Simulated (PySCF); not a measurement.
Correlation energy of Xe⁺ (xenon, charge +1)

[Kr] 4d10 5s2 5p4 5d1, one real determinant (an excited configuration). All numbers are calculated (PySCF 2.14, a scalar-relativistic core potential, in aug-cc-pVTZ-PP with ECP28MDF). Frozen: 4s2 4p6 4d10; 7 electrons correlated.

MP2 pair energies summed by pair of shells (mhartree):

```json
{"pair": "5s-5p", "energy": "-37.61", "share (%)": "37.8"}
{"pair": "5p-5p", "energy": "-37.28", "share (%)": "37.5"}
{"pair": "5p-5d", "energy": "-11.95", "share (%)": "12.0"}
{"pair": "5s-5s", "energy": "-6.77", "share (%)": "6.8"}
{"pair": "5s-5d", "energy": "-5.88", "share (%)": "5.9"}
```

Total MP2 correlation energy: -99.49 mhartree.

Same-spin part -25.72 and opposite-spin part -73.77 mhartree; SCS-MP2 scales them by 1/3 and 6/5 to -97.09 mhartree.

The reference is one real determinant that mixes LS terms of this configuration.
